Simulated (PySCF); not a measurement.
HNSi, SMILES [NH+]#[Si-]. Atoms are numbered in the order given.

```xyz
3

H      0.0000     0.0000    -1.9384
N      0.0000     0.0000    -0.9383
Si     0.0000     0.0000     0.6076
```

Coordinates come from a PBE0-D3(BJ)/def2-TZVPD optimisation.

Two levels are set side by side: PBE/pcJ-2 (PySCF) and PBE0/pcJ-2 (PySCF). One-bond couplings, all four terms, same geometry. Isotopes: 14N, 1H, 29Si. Differences are taken from unrounded values.

```csv
quantity,PBE0
"¹J(H1,N2) (Hz)",65.8
"¹J(N2,Si3) (Hz)",6.6
```

Problem. What does PBE give, and how far is it from PBE0? (The exact figures need the calculation; the answer reports its results.)

Solution. 
```tsv
quantity	PBE	PBE minus PBE0
¹J(H1,N2) (Hz)	62.3	-3.5
¹J(N2,Si3) (Hz)	10.0	3.3
```

Rough cost on one machine, each run with all the roots and properties that it gave: PBE0 against PBE about 2 times.
